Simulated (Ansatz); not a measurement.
Input for Ansatz (a first-principles code): R-wB97M-V/def2-TZVPP on ClGa (SMILES [Cl][Ga]), 2S+1 = 1, a spin state set in the input, which need not be the lowest.

Ansatz 0.2 input:
```yaml
crystal:
  periodic: [false, false, false]
  atoms:
    - {symbol: Cl, position_ang: [-0.00000000, -0.00000000, -1.44595232]}
    - {symbol: Ga, position_ang: [0.00000000, 0.00000000, 0.79294160]}
basis:
  gaussian:
    orbitals: def2-TZVPP
hamiltonian:
  xc: {name: wB97M-V}
```

The head of its log:

```
WARN ansatz: RAYON_NUM_THREADS=2 ignored (pool sized by the plan → 2); use --threads N
Functional definition: wB97M-V
integrals: 0.04 GiB planned
713 factors; their error is unknown
integrals: 0.07 GiB planned
123 factors; integrals over basis functions are off by at most 3.9e-5 eV
mean field: 0.34 GiB planned
mean field evaluation 1: about -64898.1496 eV, gradient 2.2e1 eV
mean field evaluation 2: about -64898.5563 eV, gradient 2.3e1 eV
```

Question: Give the final energy of this run.

Answer: -2385.0102 hartree.
